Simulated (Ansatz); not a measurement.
The cluster H3Au3. Charge 0, multiplicity 1. Geometry PBE-D4/def2-TZVP; atoms count from 1.

```xyz
6

Au    0.277   -1.523   -0.073
Au   -1.338    0.571   -0.535
Au    1.061    0.953    0.608
H     1.492   -2.416    0.364
H     1.106    2.505    0.832
H    -2.599   -0.090   -1.196
```

In the def2 sets Au takes a core potential; there is no spin–orbit coupling. The structure comes from a short search, and lower isomers may exist.

Q: Estimate the Mulliken populations from the PBE0/def2-TZVP orbitals of Ansatz.

A: 
| atom | charge (e) | d electrons |
| --- | --- | --- |
| Au1 | 0.04 | 9.63 |
| Au2 | 0.04 | 9.63 |
| Au3 | 0.04 | 9.63 |
| H4 | -0.04 | – |
| H5 | -0.04 | – |
| H6 | -0.04 | – |
Mulliken values depend strongly on the basis.

Q: And the Mayer bond orders between heavy atoms (over 0.3)?

A: Au1–Au2 0.35 (2.68 Å); Au1–Au3 0.35 (2.68 Å); Au2–Au3 0.35 (2.68 Å).
